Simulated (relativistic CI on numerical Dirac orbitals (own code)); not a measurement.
## Ti⁺ in a cubic cluster: 2p photoemission with charge transfer

Computed with a charge-transfer multiplet model of a cubic metal-ligand cluster with up to one ligand hole, Slater and spin-orbit integrals from Dirac-Coulomb-Breit ions, Slater integrals scaled by 0.8. The ground state mixes d3 with configurations of k ligand holes L, whose averages lie at kΔ + k(k − 1)U_dd/2; a core hole lowers each added d electron by U_cd. 300 K, Lorentzian 0.6 eV and Gaussian 0.8 eV FWHM.

Atomic integrals in eV (Slater integrals scaled, ζ unscaled), ground: F2dd 5.409, F4dd 3.320, zeta_d 0.009; with the core hole: F2dd 7.324, F4dd 4.560, zeta_d 0.022, zeta_core 3.746, F2cd 3.920, G1cd 2.783, G3cd 1.577.

Cluster parameters (eV): Δ = 7.2, U_dd = 4.8, U_cd = 6, 10Dq(ligand) = 1.5, V(eg) = 2.55, V(t2g) = -1.38, final-state hopping factor = 0.9.

| Case | n_d | d3 | d4L | S |
| --- | --- | --- | --- | --- |
| 10Dq = 0.3 eV | 3.25 | 0.75 | 0.25 | 1.50 |
| 10Dq = 0.6 eV | 3.24 | 0.76 | 0.24 | 1.50 |
| 10Dq = 0.9 eV | 3.24 | 0.76 | 0.24 | 1.50 |

Weights, n_d and S are thermal averages at 300 K. Binding energies count from the first peak over 30 % of the highest in each spectrum, which can be another peak from case to case. The parameters are a model scan and need not match a compound or its usual spin state. Peaks in eV (height, largest 100):
- 10Dq = 0.3 eV: 0.0 (100), 6.2 (54), 10.2 (6)
- 10Dq = 0.6 eV: 0.0 (100), 6.2 (54), 10.3 (7)
- 10Dq = 0.9 eV: 0.0 (100), 3.4 (13), 6.3 (54), 10.4 (7)

Curve for 10Dq = 0.6 eV (points under 2 left out, the grid thinned):

```csv
E (eV),Intensity
-3.3,2.1
-2.9,2.7
-2.5,3.6
-2.1,5.3
-1.7,8.5
-1.3,16.7
-1.0,31.6
-0.6,67.4
-0.2,96.5
0.2,98.1
0.6,84.1
1.0,57.6
1.4,32.7
1.8,20.5
2.2,16.1
2.6,14.4
3.0,13.9
3.3,13.6
3.7,12.2
4.1,11.3
4.5,11.9
4.9,14.7
5.3,22.4
5.7,38.1
6.1,52.8
6.5,49.9
6.9,34.2
7.3,21.6
7.6,16.7
8.0,13.8
8.4,11.6
8.8,9.1
9.2,7.2
9.6,6.4
10.0,6.5
10.4,6.6
10.8,6.1
11.2,5.2
11.6,4.1
11.9,3.3
12.3,2.6
12.7,2.2
16.4,2.3
16.8,2.5
17.2,2.1
```

For the case 10Dq = 0.9 eV, Δ = 7.2 eV is larger than U_dd = 4.8 eV, the Mott-Hubbard side of the Zaanen-Sawatzky-Allen scheme. With the core hole the average of the configuration with one ligand hole lies at Δ − U_cd = 1.2 eV before mixing: the effective hopping of about 5.0 eV (from the holes of the mixed ground state) is comparable with this gap or larger, so the configurations mix strongly.

With at most 1 ligand hole the space is cut while the next configuration still counts, so covalency is underestimated, and a final configuration with one more ligand hole, which can lie low, is missing from the spectra.
